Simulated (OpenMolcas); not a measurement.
A calculation on neutral phosphorus.

* Program: OpenMolcas 26.06
* Method: SS-CASPT2, IPEA 0.25 Eh, imaginary shift 0.1 Eh (closed shells correlated: 2s 2p 3s)
* Basis: ANO-RCC-VQZP [6s5p3d2f1g]
* Scalar Hamiltonian: DKH2, point nucleus
* Active space: 3 electrons in 3 orbitals (3p)
* State averaging: 2S+1 = 4 odd, 1 root; 2S+1 = 2 odd, 8 roots
* Spin-orbit coupling: RASSI with atomic mean-field integrals over the reference wave functions, term energies averaged over their components

(1) Which level of the active space comes out lowest?

(2) How high does 3s2 3p3 2D* 5/2 lie?

(3) How high does 3s2 3p3 2D* 3/2 lie?

(4) How high does 3s2 3p3 2P* 3/2 lie?

Measured values: NIST Handbook of Basic Atomic Spectroscopic Data.

Answers

(1) 3s2 3p3 4S* 3/2, with 100 % of that term; it is also the measured ground level.

(2) 11450 cm-1 above the lowest level; measured 11377 cm-1 above the ground level, so the calculation is off by +1 %.

(3) 11450 cm-1 above the lowest level; measured 11361 cm-1 above the ground level, so the calculation is off by +1 %.

(4) 19650 cm-1 above the lowest level; measured 18748 cm-1 above the ground level, so the calculation is off by +5 %.

Term energies are means over components that CASPT2 splits; among the terms shown or strongly mixed into the levels shown the widest spread is 130 cm-1 (3s2 3p3 2D*). With the s shell closed, the reference lacks s² → p² mixing. Computed and measured levels are paired by configuration, term and J; levels that our copy of the source lacks, or whose pairing is in doubt (as where it misses far off the trend of its configuration), stay unpaired and out of the deviations. Only configurations of the active space appear.

* marks odd parity.
